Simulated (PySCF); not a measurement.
## TDDFT excited states: Ge2H6O

Species: Ge₂H₆O.
SMILES: `[GeH3][O][GeH3]`

Theory: TDDFT CAM-B3LYP/def2-SVPD, vertical, gas phase, core orbitals frozen in the response (PySCF 2.14.0, density-fitted response routines). Isolated species at its PBE0-D3(BJ)/def2-SVP geometry, gas phase. The CAM-B3LYP/def2-SVPD calculation is non-relativistic and has no spin–orbit coupling, an omission that weighs most on germanium.

```json
{"state": "S1", "λ (nm)": "190.1", "E (eV)": "6.52", "f": "0.0029", "main configurations (H = HOMO, L = LUMO)": "H→L (95%)"}
{"state": "S2", "λ (nm)": "176.7", "E (eV)": "7.02", "f": "0.0080", "main configurations (H = HOMO, L = LUMO)": "H-1→L (94%)"}
{"state": "S3", "λ (nm)": "164.3", "E (eV)": "7.54", "f": "0.101", "main configurations (H = HOMO, L = LUMO)": "H→L+1 (94%)"}
{"state": "S4", "λ (nm)": "157.3", "E (eV)": "7.88", "f": "0.0001", "main configurations (H = HOMO, L = LUMO)": "H→L+2 (53%), H-3→L (22%), H→L+4 (9%)"}
{"state": "S5", "λ (nm)": "155.4", "E (eV)": "7.98", "f": "0.055", "main configurations (H = HOMO, L = LUMO)": "H-1→L+1 (54%), H-2→L (28%)"}
{"state": "S6", "λ (nm)": "155.2", "E (eV)": "7.99", "f": "0.041", "main configurations (H = HOMO, L = LUMO)": "H-2→L (41%), H-1→L+1 (38%)"}
{"state": "S7", "λ (nm)": "152.4", "E (eV)": "8.14", "f": "0.031", "main configurations (H = HOMO, L = LUMO)": "H→L+3 (78%), H-1→L+3 (9%)"}
{"state": "S8", "λ (nm)": "150.8", "E (eV)": "8.22", "f": "0.0007", "main configurations (H = HOMO, L = LUMO)": "H-3→L (30%), H→L+4 (29%), H→L+2 (28%)"}
{"state": "S9", "λ (nm)": "146.8", "E (eV)": "8.45", "f": "0.0009", "main configurations (H = HOMO, L = LUMO)": "H-1→L+2 (58%), H-2→L+1 (26%)"}
```

Triplets (Tamm–Dancoff): T1 6.11 eV, H→L (91%); T2 6.55 eV, H-1→L (90%); T3 7.15 eV, H→L+1 (81%); T4 7.49 eV, H→L+2 (40%), H-3→L (24%), H-2→L (10%).

The lowest singlet comes at 190 nm (629 kJ/mol) in the vacuum ultraviolet; it is very weak; its leading configuration is HOMO→LUMO (95%). The strongest level in the table is S3 at 7.54 eV (164 nm, f = 0.101). S5/S6 lie within about 0.01 eV of each other. Löwdin shares by element: HOMO oxygen 49%, germanium 23%, hydrogen 9% or more (atoms not listed hold the other 19%); LUMO germanium 47%, oxygen 15%, hydrogen 7% or more (atoms not listed hold the other 31%). The listed states span 1.92 eV, and the widest gap between neighbours is 0.53 eV (S2 to S3). Weighted by f, the mean energy of these states is 7.77 eV. Orbital energies (eV): HOMO-3 -11.13, HOMO-2 -10.91, HOMO-1 -9.97, HOMO -9.53, LUMO 0.53, LUMO+1 0.82, LUMO+2 1.26. All these states lie below the vertical ionisation energy of 10.32 eV (ΔSCF). Orbitals of the list HOMO-3 to LUMO+2 that lie within 0.01 eV of each other are written together with a slash and their weights summed (≥ marks a lower bound); for degenerate orbitals outside that list single weights are arbitrary. Only the lowest 10 singlets were computed, as vertical energies without vibronic structure. The highest level found (8.57 eV, f 0.014 so far) is left out, since the window may have cut off a degenerate partner.

Hardware: one thread, Arm Neoverse N1 (aarch64), shared host with 64 logical CPUs at a one-minute load of 55. Cost: 82 s wall (with the writing of density and orbital grids), 0.71 GiB resident at most.
